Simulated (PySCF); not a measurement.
C₄H₁₂W, SMILES [CH3][W]([CH3])([CH3])[CH3], multiplicity 1.

The structure is a stationary point at PBE0-D3(BJ)/def2-SVP. The multiplicity is an assumed one; other spin states were not compared. The def2 effective core potentials stand for the cores of W; spin–orbit coupling is left out.

Method: PBE/def2-TZVP (PySCF).

Symmetry labels are those of the subgroup D2 that the program uses (full group D2d).

Computed valence orbital energies around the gap with their symmetry:
```csv
orbital,symmetry,energy (eV)
HOMO−7,B2,-9.36
HOMO−6,B3,-9.36
HOMO−5,B1,-9.26
HOMO−4,A,-7.79
HOMO−3,B2,-6.97
HOMO−2,B3,-6.97
HOMO−1,B1,-6.44
HOMO,A,-2.87
LUMO,A,-2.80
LUMO+1,B1,-1.01
LUMO+2,B2,-0.70
LUMO+3,B3,-0.70
```
